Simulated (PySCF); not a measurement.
**Assignment exercise: C₅H₅FO**

Atoms are numbered as in `[CH3:1][C:2](=[O:3])[C:4]1([F:5])[CH:6]=[CH:7]1`; H(Xn) means a hydrogen on atom n.

Single conformer, rapidly exchanging positions averaged, relativity neglected, gas phase. Shieldings: GIAO PBE0/pcSseg-1; structure optimised with GFN2-xTB; PySCF 2.14.

Referencing at the same level of theory: TMS for ¹³C (186.93 ppm) and ¹H (31.72 ppm).

(1) Assign these signals to the numbered atoms. ¹³C{¹H} NMR (computed): δ 213.4 (C), 121.8 (CH), 79.8 (C), 31.8 (CH3).

(2) Assign these signals to the numbered atoms. ¹H NMR (500 MHz, computed): δ 7.12 (m, 2H), 2.61 (s, 3H).

Results:

(1) 
| δ (ppm) | atoms | environment | reason |
| --- | --- | --- | --- |
| 213.4 | C2 | ketone carbonyl carbon | low-lying n→π* states of the double bond to the heteroatom give a large paramagnetic term (-274 ppm) |
| 121.8 | C6/C7 | alkene CH | as expected for a trigonal carbon in a double bond |
| 79.8 | C4 | three-membered-ring carbon | deshielded by the electronegative neighbour |
| 31.8 | C1 | methyl carbon α to a carbonyl | α to the electron-withdrawing carbonyl group |

(2) 
7.12 → H(C6)/H(C7), hydrogen on an alkene CH: attached to an sp2 carbon and in the plane of the double bond
2.61 → H(C1), hydrogen on a methyl carbon α to a carbonyl: α to C=O

Splittings by ¹⁹F in the carbon and heteronuclear signals aren't shown, as no couplings were computed. Shifts are as computed. Against solution values, carbons near 30 ppm lie about +3 ppm off and those near 130 ppm about +5 ppm (rms about the fit 2.1 ppm; single classes can miss by 10 ppm). Of 1328 compounds with measured shifts, 309 miss one by over three times the rms of a fit or turn the order of signals round; such compounds aren't used in these exercises. Signals without a measured value on file couldn't be tested in this way; 1H shifts scatter by 0.2 ppm about their fit, and single ones miss by 0.5 ppm. No couplings were computed; multiplicities are counted from neighbouring protons, with m where these are inequivalent, close in shift, in a saturated or five-membered ring or joined by F or P, and br s for small geminal =CH2 splittings.
